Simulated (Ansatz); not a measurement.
Molecule: chloroboronic acid, sum formula H2BO2Cl, net charge 0, singlet state. 
Coordinates optimised at B3LYP-D3(BJ)/def2-TZVP (Ansatz, a first-principles code):
```
B
O 1 1.3603
H 2 0.9621 1 116.06
O 1 1.3603 2 126.47 3 0.00
H 4 0.9621 1 116.06 2 0.00
Cl 1 1.7695 2 116.76 3 -180.00
```
Charge 0, spin multiplicity 1.

Basis-set convergence of Hartree-Fock and MP2 correlation energies (hartree) with Ansatz. Cores are frozen in the correlated levels unless marked. Spin-orbit coupling is left out. No relativistic terms.

```
basis            functions       E(HF)  E(corr, MP2)
---------------  ---------  ----------  ------------
aug-cc-pV(D+d)Z        119  -635.26553      -0.63069
aug-cc-pV(T+d)Z        239           ?             ?
```

Question: Complete the blanks.

Answer: 
- aug-cc-pV(T+d)Z, E(HF): -635.32616
- aug-cc-pV(T+d)Z, E(corr, MP2): -0.78015
